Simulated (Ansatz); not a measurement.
Input for Ansatz (development build ahead of 0.2.0):

```yaml
crystal:
  periodic: [false, false, false]
  atoms:
    - { symbol: Cr, position_ang: [0.0, 0.0, 0.0] }
    - { symbol: O, position_ang: [0.0, 0.0, 3.515] }
basis:
  gaussian: { orbitals: pcseg-2 }
magnetization:
  initial_magnetization: 4
hamiltonian:
  xc: { name: wB97X }
```

The input is written out in the form of the current development build from the run's settings.

Output:

```
Converged                       : yes
Total energy                    : -1119.40922 hartree
Spin squared of the determinant : 6.000
Stability test                  : minimum among restricted orbitals
```

Caution: stretched shape with no unrestricted run beside it, a lower state can exist.
